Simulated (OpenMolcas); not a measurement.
# V+: effect of the active space

```yaml
Program: OpenMolcas 26.06
Method: CASSCF
Basis: ANO-RCC-MB
Scalar_Hamiltonian: DKH2, point nucleus
Spin-orbit_coupling: RASSI with atomic mean-field integrals over the reference wave functions, term energies averaged over their components
```

A. 4 electrons in 5 orbitals (3d); 2S+1 = 5 even, 5 roots; 2S+1 = 3 even, 45 roots; 2S+1 = 1 even, 50 roots (44 in the spin-orbit step); cost about 40 core-seconds
B. 4 electrons in 6 orbitals (3d 4s); 2S+1 = 5 even, 15 roots; 2S+1 = 3 even, 90 roots kept (CI in the orbitals of an earlier block); 2S+1 = 1 even, 70 roots kept (CI in the orbitals of an earlier block); cost about 110 core-seconds

Energies in cm-1 above 3d4 5D0, the measured ground level; measured values from NIST Handbook of Basic Atomic Spectroscopic Data.

```tsv
Level	A	B	Measured
3d4 5D0	0.0	0.0	0.0
3d4 5D1	40.1	40.1	36.0
3d4 5D2	119	119	107
3d4 5D3	236	236	209
3d4 5D4	387	387	339
3d4 3H4	15877	15791	
3d4 3H5	15960	15874	
3d4 3H6	16055	15969	
3d4 3P0(1)	17301	16187	
3d4 3P1(1)	17542	16415	
3d4 3P2(1)	17992	16849	
3d4 3F2(1)	18269	18658	
3d4 3F3(1)	18307	18694	
3d4 3F4(1)	18360	18768	
3d4 3G3	20119	19218	
3d4 3G4	20220	19319	
3d4 3G5	20319	19398	
3d4 1I6	23859	23859	
3d4 3D3	26121	24914	
3d4 3D2	26158	24877	
3d4 3D1	26190	24864	
3d4 1S0	29288	29225	
3d4 1D2	31479	34085	
3d4 1F3	36560	35204
```

Deviations, from unrounded energies. A percentage is the sum of absolute deviations over the sum of measured energies, with the sign that they share, or ± where signs differ.

```
                  Against measurement  Levels      A      B
       mean absolute deviation (cm-1)       4     23     23
fine structure of the ground term (%)       4  +13.2  +13.3
```

A, B lie about equally close to measurement. The largest miss of A in the table is 3d4 5D4, by +48 cm-1. The ranking rests on the paired levels alone, and a cruder setting can come out closer through cancelling errors.

The spin-orbit steps hold different terms of 3d4 (B lacks a 1G), which shifts levels as well.

Between A and B the level of the table that moves most is 3d4 1D2, by 2600 cm-1 (lowest in A, highest in B).

Without dynamic correlation excited terms often stand tens of per cent too high (terms of higher spin than the ground term too low), and those without a measured partner can miss by more than the paired ones. Some high roots are left out of the spin-orbit mixing, which shifts the levels that they would mix with (holds for A). Terms from blocks run as CI alone lack orbitals of their own (holds for B). Configurations are named by rounded mean occupations; where the s occupation lies near a half they are strongly mixed, a name can repeat and a true partner stay unpaired (holds for B). Measured partners are found by configuration, term and J. A level has none where our copy of the source lacks it or the pairing is in doubt (some pairs that miss far off the trend of their configuration count as doubtful), and it then counts in no deviation. Levels of configurations outside the active space are missing. Levels that lie high or do not pair safely by name in every column are left out.

A number in round brackets counts repeated terms of one configuration in the order of the reference energies.
